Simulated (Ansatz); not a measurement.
`C[O][GaH2]` + `O[SiH3]` → `[SiH3][O][GaH2]` + CH₃OH  (ligand exchange at a Ga–O bond)

Computed with Ansatz on PBE0-D4/def2-TZVP structures; ΔE is electronic, products minus reactants. CBS: MP2 limit from def2 TZ/QZ plus the TZ coupled-cluster correction, frozen cores. This one scheme is used for every species. DFT in def2-TZVPP. B3LYP here is the variant with VWN-RPA as its local correlation; programs differ in this. For Ga outer-core shells are correlated without core-valence functions, which leaves a few kJ/mol of doubt a bond. Scalar relativity is left out up to krypton.

**Question.** Is it downhill or uphill in electronic energy at CCSD(T)/CBS, and by how much? (Estimate.)

**Answer.** Ansatz gave: Downhill: ΔE = -18.1 kJ/mol.

**Question.** What do these levels give: LDA (SPW92), PBE0-D4, B3LYP-D4, ωB97M-V, r2SCAN, PBE0, B3LYP, r2SCAN0, BHLYP, CCSD/def2-TZVPP, MP2/def2-QZVPP, MP2/CBS(def2)? (An estimate is asked.)

**Answer.** Computed: LDA (SPW92) -8.7, PBE0-D4 -17.6, B3LYP-D4 -17.5, ωB97M-V -17.8, r2SCAN -15.3, PBE0 -16.9, B3LYP -16.3, r2SCAN0 -18.7, BHLYP -20.9, CCSD/def2-TZVPP -20.4, MP2/def2-QZVPP -18.2, MP2/CBS(def2) -17.7 kJ/mol.

Largest T1 diagnostic among the species: 0.015.

From BLYP to BHLYP (50 % exact exchange), in def2-TZVPP and without D4, ΔE moves by −8.4 kJ/mol. Leaving LDA and LC-ωPBE aside and taking each functional with its dispersion term where it has one, the values, not all of them listed here, spread over 10.5 kJ/mol, from BHLYP-D4 to PBE-D4. LDA lies +3.2 kJ/mol from PBE without D4.
